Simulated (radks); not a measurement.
Task: Valence configurations of neutral aluminium (all share [Ne]). Method: non-relativistic Kohn-Sham, LDA (Slater exchange, Perdew-Wang correlation), spin-polarised, spherical densities, point nucleus; open shells are filled with parallel spins first; computed with a radial shooting solver on a logarithmic mesh with Libxc functionals. Order these by energy: 3s1 3p2; 3s1.5 3p1.5; 3s0.5 3p2.5; 3p3; 3s2 3p1.

Result: From the lowest, in eV above it: 3s2 3p1 0.000; 3s1.5 3p1.5 2.018; 3s1 3p2 3.612; 3s0.5 3p2.5 6.293; 3p3 9.008. NIST lists [Ne] 3s2 3p1 as the ground configuration; this level of theory agrees among the configurations tried. The energies are those of spherical high-spin densities, not of single terms.
